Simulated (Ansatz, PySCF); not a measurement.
This PySCF input computes a CAM-B3LYP/def2-TZVPD energy:

```python
from pyscf import gto, scf, dft

mol = gto.M(
    atom='''
    Cl   -0.34907804   -0.66587059    2.21787998
    Si   -0.41024309   -0.59391530    0.15933548
    Br    1.66352103   -0.77516888   -0.65186621
    Br   -1.32987161    1.33615785   -0.48912397
    ''',
    basis='def2-tzvpd',
    charge=0,
    spin=1,
    verbose=4,
)

mf = dft.UKS(mol, xc='camb3lyp').density_fit(auxbasis='def2-universal-jkfit')
mf.grids.level = 3
mf.conv_tol = 1e-9
mf.max_cycle = 100
mf.max_memory = 1500
mf.kernel()
if not mf.converged:
    mf = mf.newton()
    mf.kernel(mf.make_rdm1())
for _ in range(2):
    mo, _, stable, _ = mf.stability(return_status=True)
    if stable:
        break
    mf.kernel(mf.make_rdm1(mo, mf.mo_occ))
mf.analyze()
```

Write an input for the same energy in Ansatz (an electronic-structure program) and say what it gives.


Ansatz 0.2 input:
```yaml
crystal:
  periodic: [false, false, false]
  atoms:
    - {symbol: Cl, position_ang: [-0.34907804, -0.66587059, 2.21787998]}
    - {symbol: Si, position_ang: [-0.41024309, -0.59391530, 0.15933548]}
    - {symbol: Br, position_ang: [1.66352103, -0.77516888, -0.65186621]}
    - {symbol: Br, position_ang: [-1.32987161, 1.33615785, -0.48912397]}
basis:
  gaussian:
    orbitals: def2-TZVPD
hamiltonian:
  xc: {name: CAM-B3LYP}
magnetization: {spin_polarized: true, initial_magnetization: 1}
output: {forces: true}
```
It gives -5898.40103 Eh, and PySCF -5898.40110 Eh, a difference of 0.07 mEh, from the treatment of integrals and grids.

It need not be the lowest isomer of its formula.
